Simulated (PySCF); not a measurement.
# Mayer bond orders and bond lengths

C₆H₉P₂ (charge +1).
Atom-mapped SMILES: `[CH:1]#[C:2][CH2:3][PH:4][C:5]#[C:6][PH2+:7][CH3:8]` (hydrogens: H9 on C1; H10, H11 on C3; H12 on P4; H13, H14 on P7; H15, H16, H17 on C8)

Structure used (GFN2-xTB), in Å, numbered top down from 1:
```
atom  x, y, z in Å
C1     0.7053    2.8652    0.8919
C2    -0.3935    2.5013    1.1975
C3    -1.7072    2.0268    1.5619
P4    -1.5861    0.3784    2.4591
C5    -0.9758   -0.5425    1.0862
C6    -0.3929   -1.1912    0.2366
P7     0.3983   -2.0908   -1.0034
C8     2.1541   -1.6972   -1.1336
H9     1.6513    3.2365    0.6315
H10   -2.1698    2.7341    2.2578
H11   -2.3392    1.9361    0.6740
H12   -2.9141   -0.0173    2.2280
H13   -0.2168   -1.8529   -2.2151
H14    0.2336   -3.4374   -0.7614
H15    2.6592   -1.9416   -0.1962
H16    2.2787   -0.6295   -1.3283
H17    2.6078   -2.2659   -1.9471
```

Bond orders from the PBE0/pcSseg-1 density (PySCF). Isolated species at its GFN2-xTB geometry (one conformer only).

Where do the orders between heavy atoms depart from those drawn in the SMILES?

The largest departure is 0.447, at C1–C2 (drawn triple, 2.553). Drawn double or triple, more than 0.30 short of the drawn order: C1–C2 (2.553). The SMILES, with its formal charges, is one Lewis structure only.

Set the Mayer orders of the bonds beside their lengths.

```csv
bond,drawn as,length (Å),Mayer order
C1–C2,triple,1.197,2.553
C2–C3,single,1.443,1.062
C3–P4,single,1.881,0.943
P4–C5,single,1.762,0.901
C5–C6,triple,1.217,2.767
C6–P7,single,1.724,1.017
P7–C8,single,1.804,1.061
C1–H9,single,1.049,1.138
C3–H10,single,1.095,0.903
C3–H11,single,1.094,0.903
P4–H12,single,1.405,0.913
P7–H13,single,1.380,0.909
P7–H14,single,1.378,0.914
C8–H15,single,1.092,0.922
C8–H16,single,1.092,0.923
C8–H17,single,1.091,0.922
```

Bonds between the same two heavy elements. C–C: lowest C2–C3 (1.062, 1.443 Å), highest C5–C6 (2.767, 1.217 Å); in 1 of the 3 pairs the longer bond (by over 0.003 Å) has the higher order (by 0.02 or more). C–P: lowest P4–C5 (0.901, 1.762 Å), highest P7–C8 (1.061, 1.804 Å); in 3 of the 6 pairs the longer bond (by over 0.003 Å) has the higher order (by 0.02 or more).

Sum the orders of all bonds at each heavy atom with more than one neighbour and set the sums beside the valence in the SMILES.

C1 3.691 (drawn 4), C2 3.615 (drawn 4), C3 3.811 (drawn 4), P4 2.757 (drawn 3), C5 3.668 (drawn 4), C6 3.784 (drawn 4), P7 3.901 (drawn 4), C8 3.828 (drawn 4). Orders between atoms that aren't bonded are not in these sums.

For a closed shell the Mayer order of atoms A and B is Σ (PS)μν (PS)νμ over the basis functions μ on A and ν on B, with P the density and S the overlap matrix.
